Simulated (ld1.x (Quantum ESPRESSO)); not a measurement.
# An all-electron radial function and its pseudo partner (copper (Cu))

Columns: radius, all-electron u(r) and pseudo u(r) of the 4s shell (level -11.89 eV) of copper in the configuration [Ne] 3s2 3p6 3d10 4s0 4p0; PBE, scalar-relativistic, TM scheme, ld1.x (Quantum ESPRESSO) 7.5.

```json
{"r (bohr)": "0.090", "all-electron": "-0.0733", "pseudo": "-0.0133"}
{"r (bohr)": "0.180", "all-electron": "-0.1669", "pseudo": "-0.0272"}
{"r (bohr)": "0.270", "all-electron": "-0.0220", "pseudo": "-0.0419"}
{"r (bohr)": "0.360", "all-electron": "0.1523", "pseudo": "-0.0582"}
{"r (bohr)": "0.450", "all-electron": "0.2606", "pseudo": "-0.0765"}
{"r (bohr)": "0.540", "all-electron": "0.2893", "pseudo": "-0.0974"}
{"r (bohr)": "0.630", "all-electron": "0.2553", "pseudo": "-0.1216"}
{"r (bohr)": "0.720", "all-electron": "0.1815", "pseudo": "-0.1497"}
{"r (bohr)": "0.810", "all-electron": "0.0865", "pseudo": "-0.1821"}
{"r (bohr)": "0.900", "all-electron": "-0.0161", "pseudo": "-0.2192"}
{"r (bohr)": "0.990", "all-electron": "-0.1180", "pseudo": "-0.2611"}
{"r (bohr)": "1.080", "all-electron": "-0.2141", "pseudo": "-0.3073"}
{"r (bohr)": "1.170", "all-electron": "-0.3015", "pseudo": "-0.3569"}
{"r (bohr)": "1.260", "all-electron": "-0.3791", "pseudo": "-0.4083"}
{"r (bohr)": "1.350", "all-electron": "-0.4463", "pseudo": "-0.4596"}
{"r (bohr)": "1.440", "all-electron": "-0.5035", "pseudo": "-0.5083"}
{"r (bohr)": "1.530", "all-electron": "-0.5511", "pseudo": "-0.5524"}
{"r (bohr)": "1.620", "all-electron": "-0.5899", "pseudo": "-0.5900"}
{"r (bohr)": "1.710", "all-electron": "-0.6203", "pseudo": "-0.6203"}
{"r (bohr)": "1.800", "all-electron": "-0.6434", "pseudo": "-0.6434"}
{"r (bohr)": "1.890", "all-electron": "-0.6599", "pseudo": "-0.6599"}
{"r (bohr)": "1.980", "all-electron": "-0.6705", "pseudo": "-0.6705"}
{"r (bohr)": "2.070", "all-electron": "-0.6759", "pseudo": "-0.6759"}
{"r (bohr)": "2.160", "all-electron": "-0.6768", "pseudo": "-0.6768"}
{"r (bohr)": "2.250", "all-electron": "-0.6737", "pseudo": "-0.6737"}
{"r (bohr)": "2.340", "all-electron": "-0.6673", "pseudo": "-0.6673"}
```

Problem. How many radial nodes do the two functions have?

Solution. The all-electron 4s function has n − l − 1 = 3 (the table is too coarse to show those close to the nucleus); the pseudo-wave has 0, since the states of the same l below it are removed with the core.

Problem. At about which radius was the pseudo-wave matched?

Solution. 1.80 bohr. The columns agree to 0.0005 from 1.62 bohr on; several derivatives are matched, so the curves merge somewhat inside the radius.

Problem. Is the pseudo-wave norm-conserving?

Solution. Yes: the TM scheme keeps the norm inside the radius equal to the all-electron one, which fixes the energy derivative of the logarithmic derivative at the level.
